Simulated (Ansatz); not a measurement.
System: sum formula CuOClH2, net charge 0, singlet state. 
Coordinates optimised at B3LYP-D3(BJ)/def2-TZVP (Ansatz, a program for electronic structure):
```xyz
5

Cu    -0.0357    -0.2217     0.1465
Cl     0.1124     1.5114    -1.0096
O     -0.1611    -1.8568     1.2385
H      0.1522    -1.7713     2.1474
H      0.2612    -2.6385     0.8613
```
Charge 0, spin multiplicity 1.

Basis-set convergence of Hartree-Fock and CCSD(T) correlation energies (hartree) with Ansatz. Cores are frozen in the correlated levels unless marked. No spin-orbit coupling. The frozen core is the preceding noble-gas configuration, with the filled d and f shells of earlier blocks. Non-relativistic.

```json
[
 {"basis": "def2-SVPD", "functions": "100", "E(HF)": "-2174.12191", "E(corr, CCSD(T))": "-0.68704", "rough core time": "under 20 s"},
 {"basis": "def2-TZVPPD", "functions": "192", "E(HF)": "?", "E(corr, CCSD(T))": "?", "rough core time": "50 s"}
]
```

Question: What belongs in the gaps?

Answer: 
- def2-TZVPPD, E(HF): -2174.58462
- def2-TZVPPD, E(corr, CCSD(T)): -0.95864
